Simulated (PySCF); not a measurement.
The scaffold BH2-X carries different groups X. Gas-phase values, no solvent. One relaxed conformer stands for each flexible species; it need not be the lowest. Strings in code marks are SMILES.

All values below come from PBE-D3(BJ)/def2-TZVP // M06-2X/def2-TZVP in PySCF 2.14.0. All candidates: neutral, multiplicity 1. Delta-SCF ions had no search for a lower state. 

```json
{
 "vertical ionisation energy (Delta-SCF)": "12.91 eV",
 "LUMO": "-3.04 eV",
 "HOMO–LUMO gap": "5.44 eV"
}
```

Q: Say which member has these values.
A) `B[Si](F)(F)F`
B) `B`
C) `BS`
D) `BB(O)O`

A: B, `B`. The others give `BS`: 11.02 eV, -2.27 eV, 5.06 eV; `BB(O)O`: 10.18 eV, -3.21 eV, 3.48 eV; `B[Si](F)(F)F`: 11.66 eV, -4.28 eV, 3.87 eV
